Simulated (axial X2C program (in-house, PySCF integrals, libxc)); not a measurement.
**OGeO⁺: properties at the nuclei**

Calculated with an axial X2C code built on PySCF integrals: two-component X2C with atomic mean-field Coulomb and Gaunt terms, Gaussian nuclei, basis O dyall-av3z, Ge dyall-v3z with contracted cores.

O–Ge–O held linear, with bonds 1.635 and 1.635 Å (near the PBE0 minimum at charge 1 of the determinant lowest at the starting distance; the state shown can have its own minimum elsewhere, held linear; other orders of the atoms were not compared).

Determinant lowest in the PBE0 search, Ω = 3/2 (⟨Sz⟩ = 0.50, ⟨Lz⟩ = 1.00 at PBE0), spin on the atoms O 0.32, Ge -0.13, O 0.32:

| level | A∥/gI O (MHz) | qzz O (a.u.) | A∥/gI Ge (MHz) | qzz Ge (a.u.) |
| --- | --- | --- | --- | --- |
| PBE0 | 129 | 0.98 | -170 | -4.40 |
| HF | 200 | 0.67 | -810 | -4.80 |
| r2SCAN | 116 | 1.01 | -117 | -4.10 |

Determinant 0.01 eV from it at PBE0 and this distance, Ω = 1/2 (⟨Sz⟩ = -0.50, ⟨Lz⟩ = 1.00 at PBE0), spin on the atoms O -0.32, Ge 0.13, O -0.32:

| level | A∥/gI O (MHz) | qzz O (a.u.) | A∥/gI Ge (MHz) | qzz Ge (a.u.) |
| --- | --- | --- | --- | --- |
| PBE0 | 615 | 0.98 | 312 | -4.37 |
| HF | 714 | 0.66 | 1170 | -4.70 |
| r2SCAN | 523 | 1.01 | 455 | -4.10 |

A∥ (defined per Ω) follows by multiplying with gI = μI/(I μN); qzz is the electric field gradient, eQq0 = 234.96 MHz × Q/barn × qzz. The operators were transformed with the bare-nucleus X2C matrices; with these basis sets, hyperfine constants and field gradients can be off by tens of per cent, and where levels differ in sign neither size nor sign is settled.

Q: With gI(17O) = -0.7575, Q(17O) = -0.02558 barn, Q(73Ge) = -0.196 barn (g factors from the IAEA table of nuclear moments by Stone; Q from Pyykkö, Mol. Phys. 2018), turn the PBE0 values of the first state into constants in MHz.

A: A∥(17O) = 129 × -0.7575 = -97.7 MHz; eQq0(17O) = 234.96 × (-0.02558) × (0.98) = -5.89 MHz; eQq0(73Ge) = 234.96 × (-0.196) × (-4.40) = 203 MHz.

The molecule was held linear; bending was not examined, so a bent shape may lie lower.

Each state is one determinant with collinear spin. Unrestricted Hartree–Fock can overshoot spin polarisation at the nuclei. At HF a later determinant lies lower. The search compared states at one distance, so a state with another bond length can lie lower. Where a field gradient or hyperfine factor spreads by more than a factor of two over the levels, a constant derived from it is not to be relied on. PBE0 term energies can be off by some tenths of an eV.
